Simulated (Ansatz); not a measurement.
Geometry optimisation, UKS B3LYP/STO-3G (Ansatz).

The input (input.yaml):

```yaml
crystal:
  periodic: [false, false, false]
  atoms:
    - { symbol: Al, position_ang: [-0.3735, -0.8503, 1.1983] }
    - { symbol: F, position_ang: [1.5071, -1.4206, 0.4296] }
    - { symbol: O, position_ang: [-0.2714, -0.0956, 2.6441] }
    - { symbol: O, position_ang: [-1.4461, -1.9273, 0.6177] }
    - { symbol: H, position_ang: [1.0333, -0.4961, -0.1761] }
    - { symbol: O, position_ang: [0.22, 0.4433, -0.451] }
    - { symbol: Si, position_ang: [0.2962, 1.4005, -1.743] }
    - { symbol: H, position_ang: [0.194, 0.4997, 3.2118] }
    - { symbol: H, position_ang: [-2.1453, -2.5561, 0.5446] }
    - { symbol: H, position_ang: [-0.4027, 0.7676, -2.8643] }
    - { symbol: H, position_ang: [-0.3364, 2.6711, -1.3834] }
    - { symbol: H, position_ang: [1.7248, 1.5638, -2.0283] }
magnetization:
  spin_polarized: true
basis:
  gaussian: { orbitals: STO-3G }
hamiltonian:
  xc: b3lyp
relax:
  f_tol: 0.15
  max_steps: 25
  restrain:
    - { distance: [0, 5], at: 3.17, k: 30.0 }
    - { distance: [4, 1], at: 2.18, k: 30.0 }
    - { distance: [0, 1], at: 1.78, k: 30.0 }
    - { distance: [4, 5], at: 0.97, k: 30.0 }
output:
  orbitals: {}
```

Launched with:

```bash
$ ansatz run input.yaml --threads 1 --pin off --max-ram 2048MiB --backend cpu --events-out ev --progress --plain --runs-dir out
```

**Question.** Where does it end, and by what steps?

**Answer.** The run converged. The restraints hold the end off the free minimum. Limits of this set-up: minimal basis. After 13 steps the energy has fallen by 1.878 eV (the restraints' own energy left out); H5 moved furthest, 0.86 Å. Parted: Al1–O6. Joined: H5–O6.

| step | energy less start (eV) | largest force component (eV/Å) | accepted |
| --- | --- | --- | --- |
| 0 | 0.0000 | 5.433 | yes |
| 1 | 0.3535 | 6.771 | yes |
| 2 | 0.4913 | 6.619 | yes |
| 3 | 0.3147 | 6.278 | yes |
| 4 | -0.4667 | 3.996 | yes |
| 5 | -1.0802 | 2.208 | yes |
| 6 | -1.4583 | 2.070 | yes |
| 7 | -1.6271 | 2.211 | yes |
| 8 | -1.8250 | 2.103 | yes |
| 9 | -1.8542 | 2.186 | yes |
| 10 | -1.8666 | 2.090 | yes |
| 11 | -1.8691 | 1.924 | yes |
| 12 | -1.8698 | 2.060 | yes |
| 13 | -1.8782 | 1.981 | yes |

```xyz
12
Properties=species:S:1:pos:R:3
Al -0.316 -1.437 1.438
F 1.246 -1.534 0.750
O -0.637 -0.583 2.884
O -1.560 -2.332 0.688
H 1.282 0.285 -0.429
O 0.571 0.992 -0.380
Si 0.432 1.578 -1.987
H 0.244 -0.120 3.119
H -2.393 -2.141 1.250
H -0.098 0.578 -2.895
H -0.480 2.694 -1.923
H 1.709 2.020 -2.515
```

Time of the run: 56 s on 1 thread of Intel(R) Xeon(R) Platinum 8375C CPU @ 2.90GHz (Ice Lake), with other jobs on the host, peak memory 0.19 GiB.
